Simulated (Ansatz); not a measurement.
```yaml
crystal:
  periodic: [false, false, false]
  atoms:
    - {symbol: Sn, position_ang: [1.051571, 1.437285, 0.859028]}
    - {symbol: H, position_ang: [1.053856, 1.408767, 2.494053]}
    - {symbol: H, position_ang: [2.693635, 1.512221, 0.168501]}
    - {symbol: C, position_ang: [-0.047491, 3.069430, 0.095400]}
    - {symbol: H, position_ang: [-0.243049, 2.960159, -0.981719]}
    - {symbol: H, position_ang: [0.396988, 4.024271, 0.232694]}
    - {symbol: H, position_ang: [-1.092375, 3.066498, 0.572206]}
    - {symbol: N, position_ang: [0.414492, -0.484359, 0.260461]}
    - {symbol: C, position_ang: [-0.665392, -1.058352, 0.978272]}
    - {symbol: C, position_ang: [-2.106453, -0.477079, 0.696060]}
    - {symbol: C, position_ang: [0.570193, -0.782892, -1.151086]}
    - {symbol: C, position_ang: [1.303396, -2.146959, -1.345130]}
    - {symbol: H, position_ang: [-0.452153, -0.980922, 2.002666]}
    - {symbol: H, position_ang: [-0.690879, -2.179985, 0.721113]}
    - {symbol: H, position_ang: [-2.084430, 0.583422, 1.068295]}
    - {symbol: H, position_ang: [-2.311283, -0.515505, -0.354028]}
    - {symbol: H, position_ang: [-2.802013, -0.961372, 1.188242]}
    - {symbol: H, position_ang: [-0.404456, -0.895552, -1.691982]}
    - {symbol: H, position_ang: [1.118811, -0.075326, -1.657269]}
    - {symbol: H, position_ang: [2.331222, -2.091928, -0.871799]}
    - {symbol: H, position_ang: [0.745298, -2.974503, -0.835670]}
    - {symbol: H, position_ang: [1.431353, -2.460039, -2.405638]}
basis:
  gaussian: {orbitals: def2-mTZVPP}
magnetization: {spin_polarized: true, initial_magnetization: 2}
hamiltonian: {xc: {name: wB97X}}
```

```sh
$ ansatz run in.yaml --threads 4 --pin off --events-out ev --progress --plain --max-ram 4787MiB
```

It prints (some lines left out):

```
Functional definition: wB97X
2335 factors; their error is unknown
530 factors; integrals over basis functions are off by at most 6.4e-6 eV
mean field evaluation 1: about -12740.5088 eV, gradient 3.6e1 eV
mean field evaluation 2: about -12743.2214 eV, gradient 2.9e1 eV
mean field evaluation 4: about -12747.0271 eV, gradient 2.6e0 eV
mean field evaluation 8: about -12747.1062 eV, gradient 2.3e-1 eV
mean field evaluation 16: about -12747.1183 eV, gradient 8.6e-3 eV
mean field -12747.11834252 eV, -468.4479587805 hartree, gradient 5.2e-5 eV, S^2 2.008544; 2 other end points of the search recorded, 0 dependent functions left out
reference -12747.11830515 eV, -468.4479574072 hartree; 38, 36 occupied and 192, 194 virtual orbitals, 2335 factors
Total energy: -12747.11830515 eV, -468.4479574072 hartree
```

Run time 1.7 min (4 threads of Intel Xeon on a shared host), peak host memory 1.6 GiB.

In the def2 sets Sn takes a core potential; there is no spin–orbit coupling.
